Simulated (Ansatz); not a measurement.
Consider the ligand exchange at a Ga–O bond: `[OH][Ga]([F])[O][SiH3]` + HBr → `[OH][Ga]([F])[Br]` + `O[SiH3]`.

Gas-phase electronic energies from Ansatz, PBE0-D4/def2-TZVP geometries. CCSD(T)/CBS is the MP2 limit (def2-TZVPP, def2-QZVPP) plus CCSD(T) − MP2 in def2-TZVPP, frozen cores. DFT in def2-TZVPP. For Br, Ga outer-core shells are correlated without core-valence functions, which leaves a few kJ/mol of doubt a bond. Scalar relativity is left out up to krypton. Each species was taken in one conformer, which may not be the lowest.

`[OH][Ga]([F])[O][SiH3]`:

Cartesian coordinates in Å:
```
O 0.961 2.412 1.314
Ga 0.870 0.849 0.510
F 2.339 -0.044 0.196
O -0.659 0.158 0.013
Si -1.208 -1.201 -0.722
H 1.862 2.666 1.529
H -0.616 -1.343 -2.079
H -2.683 -1.090 -0.837
H -0.865 -2.407 0.077
```

HBr:

Cartesian coordinates in Å:
```
Br 0.516 0.179 0.454
H -0.516 -0.179 -0.454
```

`[OH][Ga]([F])[Br]`:

Z-matrix (Å, degrees):
```
Ga
O 1 1.762
Br 1 2.258 2 124.6
F 1 1.734 2 116.6 3 180.0
H 2 0.961 1 113.2 3 -0.0
```

`O[SiH3]`:

Z-matrix (Å, degrees):
```
Si
O 1 1.648
H 1 1.489 2 111.7
H 1 1.489 2 111.7 3 120.9
H 1 1.481 2 105.9 3 -119.6
H 2 0.957 1 117.9 3 -60.5
```

| level | ΔE (kcal/mol) |
| --- | --- |
| r2SCANh-D4 | -14.0 |
| HF/CBS(def2) | -13.0 |

Task: What does CCSD(T)/CBS give? (An estimate is asked.)

Result: Computed: -12.5 kcal/mol. The listed levels differ from it by -1.5, -0.5 kcal/mol.

Largest T1 diagnostic among the species: 0.014.

At CCSD(T), def2-SVP lies +3.4 kcal/mol from the extrapolated value and def2-TZVPP +1.0 kcal/mol. In def2-TZVPP, CCSD(T) changes the Hartree–Fock value by +2.0 kcal/mol (the triples alone add +0.0 kcal/mol) and MP2 by +1.6 kcal/mol. Leaving LDA and LC-ωPBE aside and taking each functional with its dispersion term where it has one, the values, not all of them listed here, spread over 2.8 kcal/mol, from HSE06-D4 to CAM-B3LYP-D4. LDA lies +1.1 kcal/mol from PBE without D4.
